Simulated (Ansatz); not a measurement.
This geometry of BrCl$_{2}$HZn (5 atoms, charge 0, multiplicity 1) is a first-order saddle point.

These are results of Ansatz 0.2.0, RKS PBE/def2-SVP, not measurements.

```xyz
5
Properties=species:S:1:pos:R:3
Zn -0.388 0.000 0.034
Cl 0.228 0.000 2.231
Cl 0.341 0.000 -1.957
Br -2.742 0.000 1.003
H -1.485 0.000 2.046
```

Problem. Which two structures does it join? (They come from a converged band through this point; their orientation in space is the band's.)

Solution. Bonds broken: Br4–H5. Bonds formed: Cl2–H5.

Initial state:

```xyz
5
Properties=species:S:1:pos:R:3
Zn -0.096 0.000 0.117
Cl 0.431 0.000 2.226
Cl 0.187 0.000 -1.980
Br -2.764 0.000 0.939
H -1.803 0.000 2.055
```

Final state:

```xyz
5
Properties=species:S:1:pos:R:3
Zn -0.863 0.000 -0.230
Cl 0.233 0.000 2.206
Cl 0.601 0.000 -1.762
Br -2.937 0.000 0.754
H -1.079 0.000 2.389
```

Problem. How far does it lie above each of them?

Solution. 0.038 eV above the first and 0.194 eV above the second. This is the barrier of this one path; another mechanism may lie lower. The orbitals stay closed-shell, which can raise the energy where a bond breaks towards radicals; this wasn't checked here.

Time of the run: 38 s on 2 threads of AMD EPYC 9R45 96-Core Processor (Zen 5), with other jobs on the host, peak memory 0.18 GiB.
